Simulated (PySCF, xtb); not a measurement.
HP, SMILES [PH], multiplicity 3.

Harmonic wavenumbers (cm⁻¹) from xtb with GFN2-xTB at its own minimum, in rising order: 2287.

Q: What does PySCF with PBE-D3(BJ)/def2-TZVPD give at its own minimum? (The exact figures need the calculation; the answer reports its results.)

A: 2289. Paired by order, the mean absolute difference is 2 cm⁻¹ and the zero-point energies are 3.3 and 3.3 kcal/mol.
